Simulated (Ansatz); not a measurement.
System: C₃H₆S, charge 0, multiplicity 1. 
Coordinates optimised at B3LYP-D3(BJ)/def2-TZVP (Ansatz, a quantum-chemistry and plane-wave program):
```
C
H 1 1.0897
H 1 1.0913 2 108.40
C 1 1.5398 2 110.51 3 127.23
H 4 1.0876 1 116.43 2 -20.36
H 4 1.0895 5 109.53 1 130.61
C 1 1.5398 2 110.51 3 -127.23
H 7 1.0876 1 116.43 2 20.36
H 7 1.0895 8 109.53 1 -130.61
S 4 1.8489 5 114.13 6 125.09
```

Basis-set convergence of Hartree-Fock and CCSD(T) correlation energies (hartree) with Ansatz. Cores are frozen in the correlated levels unless marked. Spin-orbit coupling is left out. No relativistic terms.

```json
[
 {"basis": "aug-cc-pV(D+d)Z", "functions": "155", "E(HF)": "-514.61933", "E(corr, CCSD(T))": "-0.65427", "rough core time": "40 s"},
 {"basis": "aug-cc-pV(T+d)Z", "functions": "331", "E(HF)": "[?]", "E(corr, CCSD(T))": "[?]", "rough core time": "6 min"}
]
```

Q: Complete the blanks.

A: 
- aug-cc-pV(T+d)Z, E(HF): -514.66047
- aug-cc-pV(T+d)Z, E(corr, CCSD(T)): -0.77622
